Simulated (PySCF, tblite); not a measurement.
C7H7FN2.
Geometry (GFN2-xTB, Å), atoms numbered from 1 in this order:
```
atom  x, y, z in Å
N1     2.5029   -1.0693    1.0898
C2     2.2476   -0.4851    0.0134
C3     1.4258    0.7745    0.0253
F4     1.7355    1.5308   -1.0839
C5    -0.0389    0.4039    0.0280
C6    -0.8653    0.6634   -1.0559
C7    -2.1953    0.2793   -0.9831
C8    -2.6363   -0.3564    0.1661
N9    -1.8511   -0.6097    1.2010
C10   -0.5881   -0.2392    1.1351
H11    3.0314   -1.9344    1.0114
H12    2.5390   -0.8098   -0.9932
H13    1.6680    1.3813    0.9063
H14   -0.4770    1.1615   -1.9321
H15   -2.8694    0.4706   -1.8031
H16   -3.6631   -0.6808    0.2700
H17    0.0273   -0.4686    1.9948
```

Computed, not measured: PBE0/pcSseg-1 in PySCF (dipole) on a GFN2-xTB geometry, gas phase.

Take the most abundant isotopes and a rigid rotor. The values belong to one conformer with, in the numbering `[H]/[N:1]=[CH:2]/[C@@H:3]([F:4])[c:5]1[cH:6][cH:7][cH:8][n:9][cH:10]1`, N1–C2–C3–F4 154°, C2–C3–C5–C6 -112°.

Q: What are A, B and C (MHz)?

A: Ia = 205.30, Ib = 497.16, Ic = 654.76 u·Å²; 505379 MHz·u·Å²/I gives A = 2462, B = 1017, C = 771.9 MHz.

Q: What kind of rotor is it?

A: An asymmetric top: κ = (2 × 1017 − 2462 − 771.9)/(2462 − 771.9) = -0.71.

Q: What does the inertial defect say?

A: Not planar: Δ = Ic − Ia − Ib = -47.70 u·Å². For a rigid frame Δ = −2 Σ m c², so Σ m c² = 23.85 u·Å² lies off the ab plane: 7.10 from hydrogen and 16.76 from heavier atoms. The atom farthest from that plane is 1.47 Å away.

Q: Give the other two planar moments, Paa and Pbb, and the rms extents of the mass along the axes.

A: Paa = Σ m a² = (Ib + Ic − Ia)/2 = 473.31 and Pbb = Σ m b² = (Ia + Ic − Ib)/2 = 181.45 u·Å². With the mass M = 138.06 u, the rms extents √(P/M) along a, b and c are 1.85, 1.15, 0.42 Å.

Q: Predict some low-J microwave lines.

A: The dipole components are |μa| = 0.82 D, |μb| = 1.30 D, |μc| = 1.73 D. Intensities carry the squares of the components, which stand as 0.22 : 0.56 : 1.00 (a : b : c). Some lines, for components of 0.1 D or more:

```
type  branch         J(Ka,Kc)    MHz  lower level (cm⁻¹)
   c       Q  3(1,3) ← 3(0,3)    957               0.353
   b       R  3(1,2) ← 2(2,1)   1378               0.388
   c       Q  1(1,1) ← 1(0,1)   1445               0.060
   a       Q  3(1,2) ← 3(1,3)   1466               0.385
   b       Q  1(1,0) ← 1(0,1)   1690               0.060
   b       R  2(0,2) ← 1(1,1)   2103               0.108
   b       R  1(1,1) ← 0(0,0)   3233               0.000
   a       R  2(1,2) ← 1(1,1)   3332               0.108
   c       Q  3(2,2) ← 3(1,2)   3987               0.434
   b       R  3(0,3) ← 2(1,2)   4025               0.219
   b       Q  3(2,1) ← 3(1,2)   4127               0.434
   c       Q  2(2,1) ← 2(1,1)   4335               0.243
   b       R  2(1,2) ← 1(0,1)   4777               0.060
   a       R  3(1,3) ← 2(1,2)   4981               0.219
   a       R  3(2,1) ← 2(2,0)   5477               0.389
   a       R  3(1,2) ← 2(1,1)   5713               0.243
   b       R  3(1,3) ← 2(0,2)   6210               0.178
   b       Q  3(3,0) ← 3(2,1)   7716               0.572
   b       R  2(2,1) ← 1(1,0)   8157               0.116
   c       R  2(2,0) ← 1(1,0)   8185               0.116
   b       R  3(2,2) ← 2(1,1)   9700               0.243
   c       R  3(2,1) ← 2(1,1)   9840               0.243
   c       R  3(3,0) ← 2(2,0)  13193               0.389
   c       R  3(3,1) ← 2(2,1)  13219               0.388
   b       R  3(3,0) ← 2(2,1)  13221               0.388
```

Q: Estimate the classical rotational partition function at 50 K, 100 K and 200 K.

A: Point group C1, symmetry number σ = 1; q = (√π/σ)·√((kT/h)³/(ABC)), k/h = 20836.6 MHz/K: 42900 at 50 K, 121000 at 100 K, 343000 at 200 K.

Its GFN2-xTB frequencies are all real (lowest 31 cm⁻¹). Zero-point vibration and centrifugal distortion are left out. Quadrupole hyperfine structure (14N) is left out.

On one thread of an Intel Xeon at 2.50 GHz (shared host), this took 2.2 min wall (grids of density and orbitals included) and 0.91 GiB of memory at its peak. This is the PBE0/pcSseg-1 job that gave the dipole, with the shieldings it also computed.
